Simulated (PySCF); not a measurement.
A spin–spin coupling run with PySCF 2.14 (density fitting, non-relativistic, gas phase) on `[SiH3]Oc1cnsn1`, C2H4N2OSSi:

```
$ OMP_NUM_THREADS=1 python probes_run.py task.json out

{"job": {"kind": "j", "xc": "B3LYP", "basis": "6-31G*"}, "charge": 0, "multiplicity": 1}
Si    -1.198551    -0.586264    -0.793090
O     -0.150462     0.381055     0.147041
C      1.158683     0.162678     0.140579
C      2.095694     0.932025     0.913120
N      3.334023     0.543672     0.756381
S      3.338318    -0.718413    -0.303186
N      1.713411    -0.782806    -0.576956
H     -1.103161    -2.006564    -0.361998
H     -2.540182    -0.026336    -0.486548
H     -0.874839    -0.432539    -2.236686
H      1.834556     1.761534     1.573177
```

Hardware: 1 thread of an Arm Neoverse V1, shared host. The job also computes field gradients.

Question: How large is the calculation?

Answer: 68 electrons, 114 basis functions and 758 auxiliary functions.

Question: How long does it take, and how much memory does it need?

Answer: 20 s of wall time, with 15 SCF cycles; peak memory 0.75 GiB. Times on a shared host scatter by some tens of per cent.

Question: And these other runs on the same molecule and hardware: GIAO shielding at B3LYP/pcSseg-1; GIAO shielding at BP86/pcSseg-1; GIAO shielding at CAM-B3LYP/pcSseg-1; GIAO shielding at HF/pcSseg-1; GIAO shielding at LC-wPBE/pcSseg-1; GIAO shielding at LDA/pcSseg-1?

Answer: B3LYP/pcSseg-1: 153 functions, 16 s; BP86/pcSseg-1: 153 functions, 21 s; CAM-B3LYP/pcSseg-1: 153 functions, 21 s; HF/pcSseg-1: 153 functions, 8.5 s; LC-wPBE/pcSseg-1: 153 functions, 28 s; LDA/pcSseg-1: 153 functions, 19 s.
